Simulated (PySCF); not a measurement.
**Basis and Hamiltonian dependence of the excitation energy of Ge+**

Ge+ [Ar] 3d10 4s2 4p1 (2P) → Ge+ [Ar] 3d10 4s1 4p2 (4P). Calculated with PySCF 2.14 from differences of total energies of unrestricted determinants, without spin-orbit coupling. Values in eV.

```csv
basis,Hamiltonian,functions,UHF,LDA,PBE0,MP2 (valence),CCSD(T) (valence),CCSD(T) (valence and next inner shell)
x2c-TZVPPall,spin-free X2C,48,4.932,7.142,6.520,5.702,5.986,6.153
aug-cc-pwCVDZ-PP with ECP10MDF,ECP,48,4.889,7.156,6.500,5.612,5.931,6.279
def2-TZVPPD,non-relativistic,54,4.560,6.702,6.109,5.351,5.646,5.802
aug-cc-pVTZ-PP with ECP10MDF,ECP,55,4.863,7.141,6.487,5.655,5.943,n/a
aug-cc-pVTZ-DK,spin-free X2C,59,4.869,7.086,6.485,5.652,5.938,n/a
"aug-cc-pVTZ-PP with one added diffuse shell each of s, d, f type with ECP10MDF",ECP,68,4.863,7.141,6.487,5.656,5.943,n/a
aug-cc-pVQZ-PP with ECP10MDF,ECP,89,4.856,7.143,6.486,5.697,5.959,n/a
aug-cc-pVQZ-DK,spin-free X2C,93,4.861,7.085,6.477,5.697,5.959,n/a
x2c-QZVPPall,spin-free X2C,97,4.860,7.103,6.485,5.699,5.959,n/a
```

Frozen in the all-electron rows: valence and next inner shell: [Ne]; valence: [Ar] 3d10; with a core potential, the same shells as far as they lie outside it.

Non-relativistic rows lack the scalar-relativistic shift.

Reference for a calculation without spin-orbit coupling: 6.389 eV (measured, between term centres; NIST).
